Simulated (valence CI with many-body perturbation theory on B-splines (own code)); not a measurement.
# I4+: electric-dipole lines

Method: valence CI with perturbative core correlation (CI+MBPT): three valence electrons over a frozen Dirac-Fock core [Kr] 4d10, radial functions for each j: 11 s, 11 p, 9 d, 7 f, 5 g, 2 h, 1 i, with the one-electron correlation potential Σ1, the two-electron term Σ2, the three-electron term Σ3, Breit, model QED; selected CI, second order for the rest, scaled by the run's own slope (own B-spline code, finite nucleus).

No measured levels were compared; by estimate levels hold to about 250 cm⁻¹ or 0.2 % of their energy and the worst to 1 %, as in measured heavy ions of charge 2 to 7; those with d or f electrons hold less well. Core correlation moves these levels by up to 11000 cm⁻¹, and in measured spectra 5 to 20 % of such shifts remained as error; rates that hang on mixing are uncertain with them.

Lines 151 to 200 of 269 in falling wavelength, among levels below 291130 cm⁻¹, chosen from the strongest by gf and those to the six lowest levels. Wavelengths and rates use the calculated energies, so an error of 400 cm⁻¹ moves a line at 711.3 Å by 0.28 % and its rate by three times that or more. Electric multipoles are in the length gauge, E1 and E2 with the static RPA response of the core. Weak lines are less certain than strong ones. Lines between different terms over intervals too small for the method are left out, as are lines whose strength nearly cancels. The highest levels of a list are the least certain.

Names give the largest LS component (configuration and term), which can be under half, so a name can repeat, a term be missing and a line seem to break the LS rules; names also repeat where a configuration has a term twice. Letters in brackets count levels of one name in rising energy.

```
λ vac (Å)                 Upper           Lower   A (s⁻¹)  log gf  Branch %
    711.3  5s 5p 5d 2P°_3/2 [a]   5s 5p2 2P_1/2  6.54e+09    0.30      57.5
    710.8           5p3 2P°_3/2   5s 5p2 4P_5/2  8.16e+06   -2.61       0.2
    708.6  5s 5p 5d 2P°_1/2 [b]   5s 5p2 2P_3/2  3.68e+09   -0.26      22.5
    705.1  5s 5p 5d 2D°_3/2 [b]   5s 5p2 2P_3/2  4.60e+09    0.14      27.8
    703.4  5s 5p 5d 2D°_5/2 [b]   5s 5p2 2P_3/2  1.27e+10    0.75      64.4
    702.9           5p3 2P°_1/2   5s 5p2 4P_3/2  1.50e+07   -2.65       0.4
    702.7         5s2 5d 2D_3/2  5s2 5p 2P°_3/2  3.04e+09   -0.04      24.1
    698.4  5s 5p 5d 2D°_3/2 [b]   5s 5p2 2S_1/2  5.25e+09    0.19      31.8
    698.2      5s 5p 5d 4F°_3/2   5s 5p2 4P_1/2  6.87e+07   -1.70      15.8
    697.9  5s 5p 5d 2D°_5/2 [a]   5s 5p2 2D_3/2  3.96e+08   -0.76       5.0
    695.7         5s2 5d 2D_5/2  5s2 5p 2P°_3/2  1.11e+10    0.69     100.0
    693.4      5s 5p 5d 4P°_5/2   5s 5p2 4P_5/2  8.35e+08   -0.44       8.4
    692.3  5s 5p 5d 2P°_3/2 [b]   5s 5p2 2P_3/2  3.73e+09    0.03      24.2
    688.9      5s 5p 5d 4D°_3/2   5s 5p2 4P_5/2  1.68e+08   -1.32       1.4
    685.9  5s 5p 5d 2P°_3/2 [b]   5s 5p2 2S_1/2  4.72e+09    0.12      30.6
    683.2           5p3 2P°_3/2   5s 5p2 4P_3/2  5.55e+07   -1.81       1.6
    680.5  5s 5p 5d 2F°_7/2 [a]   5s 5p2 2D_5/2  5.83e+09    0.51      93.7
    674.9           5p3 2P°_1/2   5s 5p2 4P_1/2  5.25e+03   -6.14       0.0
    673.6  5s 5p 5d 2P°_1/2 [a]   5s 5p2 2P_1/2  1.97e+09   -0.57      20.5
    668.3        5s2 7p 2P°_1/2   5s 5p2 2P_3/2  8.72e+08   -0.93      23.2
    667.2      5s 5p 5d 4P°_5/2   5s 5p2 4P_3/2  8.63e+09    0.54      86.4
    663.0      5s 5p 5d 4D°_3/2   5s 5p2 4P_3/2  2.83e+09   -0.13      22.8
    662.2      5s 5p 5d 4D°_1/2   5s 5p2 4P_3/2  4.92e+08   -1.19       3.4
    657.2      5s 5p 6s 2P°_3/2   5s 5p2 2P_1/2  3.09e+09   -0.10      27.2
    656.8           5p3 2P°_3/2   5s 5p2 4P_1/2  7.41e+08   -0.72      21.5
    655.2      5s 5p 5d 4D°_7/2   5s 5p2 4P_5/2  1.26e+10    0.81      96.7
    654.4      5s 5p 6s 4P°_3/2   5s 5p2 2D_5/2  3.99e+08   -0.99       4.7
    653.2      5s 5p 6s 4P°_1/2   5s 5p2 2D_3/2  3.80e+08   -1.31       5.9
    652.8      5s 5p 5d 4D°_5/2   5s 5p2 4P_5/2  7.55e+09    0.46      63.4
    649.4      5s 5p 5d 4P°_3/2   5s 5p2 4P_5/2  3.99e+09    0.00      36.0
    647.1         5s2 5d 2D_3/2  5s2 5p 2P°_1/2  9.60e+09    0.38      75.9
    646.0  5s 5p 5d 2F°_5/2 [a]   5s 5p2 4P_5/2  1.79e+09   -0.17      23.8
    645.2  5s 5p 5d 2P°_1/2 [b]   5s 5p2 2P_1/2  7.47e+09   -0.03      45.7
    642.3  5s 5p 5d 2D°_3/2 [b]   5s 5p2 2P_1/2  1.09e+09   -0.57       6.6
    641.7      5s 5p 6s 4P°_3/2   5s 5p2 2D_3/2  6.08e+08   -0.82       7.2
    641.1  5s 5p 5d 2D°_3/2 [a]   5s 5p2 4P_5/2  2.68e+08   -1.18       2.7
    638.1      5s 5p 5d 4D°_3/2   5s 5p2 4P_1/2  8.87e+09    0.34      71.4
    637.3      5s 5p 5d 4D°_1/2   5s 5p2 4P_1/2  1.39e+10    0.23      96.2
    633.4  5s 5p 5d 2P°_3/2 [a]   5s 5p2 2D_3/2  2.27e+08   -1.26       2.0
    631.7  5s 5p 5d 2P°_3/2 [b]   5s 5p2 2P_1/2  5.95e+08   -0.85       3.9
    629.4      5s 5p 5d 4D°_5/2   5s 5p2 4P_3/2  3.00e+09    0.03      25.2
    629.2      5s 5p 6s 2P°_1/2   5s 5p2 2D_3/2  4.55e+09   -0.27      54.6
    626.4  5s 5p 5d 2D°_5/2 [a]   5s 5p2 4P_5/2  2.63e+06   -3.03       0.0
    626.3      5s 5p 5d 4P°_3/2   5s 5p2 4P_3/2  6.22e+09    0.17      56.1
    625.4      5s 5p 5d 4P°_1/2   5s 5p2 4P_3/2  1.00e+10    0.07      98.9
    623.2  5s 5p 5d 2F°_5/2 [a]   5s 5p2 4P_3/2  1.45e+08   -1.29       1.9
    618.6  5s 5p 5d 2D°_3/2 [a]   5s 5p2 4P_3/2  1.54e+08   -1.45       1.5
    618.2        5s2 5f 2F°_7/2   5s 5p2 2D_5/2  4.40e+09    0.30      94.8
    614.3      5s 5p 6s 4P°_5/2   5s 5p2 2D_5/2  4.49e+08   -0.82       6.9
    605.9        5s2 5f 2F°_5/2   5s 5p2 2D_3/2  3.18e+09    0.02      82.3
```

Task: How does gf follow from A for the line at 652.8 Å?

Result: gf = 1.4992 × (2J+1)_upper × A / σ², with σ = 153195 cm⁻¹ and 2J+1 = 6: gf = 2.89.
